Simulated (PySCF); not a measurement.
# Worked example: entropy of an ideal gas

Si(Cl)2(I)(Me) (CH₃Cl₂ISi), SMILES I[Si](Cl)(C)Cl.

Geometry optimised at B3LYP-D3(BJ)/def2-SVP. The def2 effective core potentials stand for the cores of I; spin–orbit coupling is left out.

B3LYP-D3(BJ)/def2-SVP in PySCF gives the harmonic wavenumbers 119, 130, 174, 174, 199, 202, 339, 511, 576, 741, 810, 817, 1272, 1421, 1424, 3039, 3141, 3147 cm⁻¹ and the rotational temperatures 0.0806, 0.0371, 0.0322 K. The molar mass is 240.92 g/mol, the symmetry number 1, the spin multiplicity 1.

**Question.** Work out the entropy at 298.15 K and 1 atm in the rigid-rotor, harmonic-oscillator model.

**Answer.** 
Translation (Sackur–Tetrode at 1 atm): S = R[1.5 ln M + 2.5 ln T − 1.16487] = 177.1 J/(mol K).
Rotation: q = (√π/σ) T^1.5/√(θA θB θC) = 930000, S = R[ln q + 3/2] = 126.7 J/(mol K).
Vibration: with u = 1.4388 ν/T, each mode gives R[u/(e^u − 1) − ln(1 − e^−u)]:
```json
[
 {"ν (cm⁻¹)": "119", "modes": "1", "u": "0.57", "S (J/(mol K))": "13.04"},
 {"ν (cm⁻¹)": "130", "modes": "1", "u": "0.63", "S (J/(mol K))": "12.33"},
 {"ν (cm⁻¹)": "174", "modes": "2", "u": "0.84", "S (J/(mol K))": "20.01"},
 {"ν (cm⁻¹)": "199", "modes": "1", "u": "0.96", "S (J/(mol K))": "8.96"},
 {"ν (cm⁻¹)": "202", "modes": "1", "u": "0.97", "S (J/(mol K))": "8.85"},
 {"ν (cm⁻¹)": "339", "modes": "1", "u": "1.64", "S (J/(mol K))": "5.09"},
 {"ν (cm⁻¹)": "511", "modes": "1", "u": "2.47", "S (J/(mol K))": "2.64"},
 {"ν (cm⁻¹)": "576", "modes": "1", "u": "2.78", "S (J/(mol K))": "2.06"},
 {"ν (cm⁻¹)": "741", "modes": "1", "u": "3.58", "S (J/(mol K))": "1.09"},
 {"ν (cm⁻¹)": "810", "modes": "1", "u": "3.91", "S (J/(mol K))": "0.83"},
 {"ν (cm⁻¹)": "817", "modes": "1", "u": "3.94", "S (J/(mol K))": "0.81"},
 {"ν (cm⁻¹)": "1272", "modes": "1", "u": "6.14", "S (J/(mol K))": "0.13"},
 {"ν (cm⁻¹)": "1421", "modes": "1", "u": "6.86", "S (J/(mol K))": "0.07"},
 {"ν (cm⁻¹)": "1424", "modes": "1", "u": "6.87", "S (J/(mol K))": "0.07"}
]
```
The stiffer modes add less than 0.005 each. Sum 76.0 J/(mol K).
Spin: R ln 1 = 0.0 J/(mol K).
Total 379.9 J/(mol K); the program's own thermochemistry gives 379.9. Translation makes up 47 % and vibration 20 %. Anharmonicity, hindered rotation and orbital degeneracy are left out.
